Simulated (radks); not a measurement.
The numbers below are computed, except where a source is named.
Problem. The phosphorus ion P2+, configuration [Ne] 3s2 3p1. Code: a radial shooting solver on a logarithmic mesh with Libxc functionals. Model: non-relativistic Kohn-Sham, LDA (Slater exchange, Perdew-Wang correlation), spin-polarised, spherical densities, point nucleus; open shells are filled with parallel spins first. Some entries of the table are withheld. Estimate them.

| orbital | occ. | eigenvalue (hartree) | r(max) (bohr) |
|---|---|---|---|
| 1s up | 1 | -76.95276 | 0.06824 |
| 1s down | 1 | -76.94671 | 0.06824 |
| 2s up | 1 | -7.19516 | 0.4215 |
| 2s down | 1 | -7.18812 | 0.4216 |
| 2p up | 3 | -5.44582 | 0.3537 |
| 2p down | 3 | -5.43704 | 0.3538 |
| 3s up | 1 | (1) | 1.511 |
| 3s down | 1 | (2) | 1.509 |
| 3p up | 1 | -0.91498 | 1.667 |
| 3p down | 0 | -0.87297 | 1.671 |
| 3d up | 0 | -0.45954 | 2.104 |
| 3d down | 0 | -0.42693 | 2.167 |
| 4s up | 0 | -0.39793 | 3.884 |
| 4s down | 0 | -0.38609 | 3.957 |

Solution. 
(1) 3s up eigenvalue (hartree): -1.26573
(2) 3s down eigenvalue (hartree): -1.22145
